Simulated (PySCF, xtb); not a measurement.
## A geometry optimisation of C2H5Sn− with r2SCAN-D4/def2-SVPD

The starting geometry of this gas-phase singlet was built from a drawn formula by distance geometry and a force field; its bonds are those of `[H]/[C-]=[CH]/[SnH3]`.

```xyz
8

C    -0.5392    0.5495    2.0356
C     0.2562    0.9517    0.9925
Sn    1.3014   -0.4753   -0.1636
H    -1.0244    1.2872    2.5917
H     0.4132    2.0285    0.7393
H     0.9679   -2.0861    0.4537
H     2.9756   -0.2222   -0.0752
H     0.7518   -0.3805   -1.8311
```

Problem. Where would you expect an optimisation with r2SCAN-D4/def2-SVPD to take it?

Solution. It keeps its bonds, and is `[H]/[C-]=[CH]/[SnH3]`.

The energy falls by 0.30 eV over 8 steps:

```csv
step,E − E(last) (eV)
1,0.296
2,0.035
3,0.004
4,0.001
5,0.000
6,0.000
7,0.000
8,0.000
```

Final geometry (Å):

```yaml
atoms:
  - { symbol: C, position_ang: [-0.5867, 0.5377, 2.0927] }
  - { symbol: C, position_ang: [0.1881, 1.0015, 1.0938] }
  - { symbol: Sn, position_ang: [1.2480, -0.4332, -0.1216] }
  - { symbol: H, position_ang: [-1.0607, 1.4082, 2.6171] }
  - { symbol: H, position_ang: [0.3745, 2.0544, 0.7824] }
  - { symbol: H, position_ang: [0.9946, -2.0702, 0.3819] }
  - { symbol: H, position_ang: [3.0046, -0.2785, -0.1979] }
  - { symbol: H, position_ang: [0.8706, -0.4577, -1.8450] }
```

From the same start GFN2-xTB ends elsewhere, in pieces: C2H2 + H3Sn.

No frequencies were run, so the end isn't proven a minimum. Atoms past krypton carry core potentials, without spin–orbit terms. Run with PySCF 2.14.0, 3.4 min on 2 threads of Arm Neoverse V1, with other jobs on the host.
